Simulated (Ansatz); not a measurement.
Relaxation of C3H9NSi (14 atoms, charge 0, multiplicity 1), to a largest force component of 0.015 eV/Å in at most 40 steps.

All numbers below come from RKS PBE0-D4/STO-3G (Ansatz).

```xyz
14
Properties=species:S:1:pos:R:3:forces:R:3
N -1.106 1.284 0.103 -2.50 2.86 0.63
C -0.234 0.182 0.018 0.09 -3.45 -0.34
Si -1.083 -1.499 -0.361 -1.20 -0.90 1.17
C 1.142 0.309 -0.517 2.24 3.37 -4.45
C 1.003 0.134 0.913 -0.84 1.98 2.13
H -0.639 2.223 0.158 0.63 -0.46 0.30
H -1.693 1.407 -0.750 -0.08 -0.58 -0.34
H -2.122 -1.818 0.730 1.29 0.54 -1.58
H -0.113 -2.630 -0.310 -0.49 1.08 -0.11
H -1.743 -1.532 -1.702 0.54 0.25 1.06
H 1.420 1.348 -0.920 -0.34 -1.74 0.87
H 1.573 -0.452 -1.152 0.24 -0.56 -0.07
H 1.174 1.022 1.564 0.00 -0.89 -0.38
H 1.308 -0.801 1.289 0.42 -1.49 1.11
```

Task: Where does it end, and by what steps?

Result: The run converged. The force dipped under the threshold on the way, but the program's further checks kept it going. Limits of this set-up: minimal basis. After 10 steps the energy has fallen by 0.753 eV; H10 moved furthest, 0.26 Å.

```csv
step,energy less start (eV),largest force component (eV/Å),accepted
0,0.0000,4.452,yes
1,-0.6443,1.198,yes
2,-0.7310,0.385,yes
3,-0.7252,0.466,no
4,-0.7491,0.059,yes
5,-0.7507,0.051,yes
6,-0.7513,0.046,yes
7,-0.7520,0.014,yes
8,-0.7527,0.046,yes
9,-0.7531,0.036,yes
10,-0.7533,0.012,yes
```

```xyz
14
Properties=species:S:1:pos:R:3
N -1.195 1.261 0.078
C -0.241 0.112 -0.019
Si -1.112 -1.518 -0.325
C 1.174 0.338 -0.570
C 0.957 0.150 0.920
H -0.595 2.120 0.214
H -1.566 1.399 -0.902
H -1.972 -1.847 0.786
H -0.118 -2.551 -0.489
H -1.903 -1.422 -1.529
H 1.432 1.343 -0.914
H 1.662 -0.461 -1.133
H 1.069 1.029 1.560
H 1.296 -0.778 1.386
```

The run took 29 s on 1 thread of Intel(R) Xeon(R) Platinum 8375C CPU @ 2.90GHz (Ice Lake), on a shared host, peak memory 0.14 GiB.
